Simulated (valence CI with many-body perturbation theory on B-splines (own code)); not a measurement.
# Which ion has this spectrum?

A relativistic CI+MBPT calculation for an atom or ion with 23 electrons gives these levels (eV):

```
   J  Parity       E     g
 5/2    even   0.000  1.42
 5/2    even  23.118  1.31
 7/2    even  33.094  1.15
 3/2    even  34.160  1.21
11/2    even  34.427  1.12
 9/2    even  38.132  1.14
 5/2    even  40.241  1.14
 1/2    even  41.850  1.85
 7/2    even  44.789  1.10
 3/2    even  55.188  0.79
 5/2    even  55.844  1.25
 7/2    even  61.758  1.21
11/2    even  62.533  1.08
 9/2    even  64.256  1.14
```

The energies are calculated, and their last digits are not significant.

Problem. Which is it?
A. Eu40+
B. Sm39+
C. Gd41+
D. Tb42+

Solution. A. Eu40+, ground level (3d3/2^4 3d5/2) J=5/2.
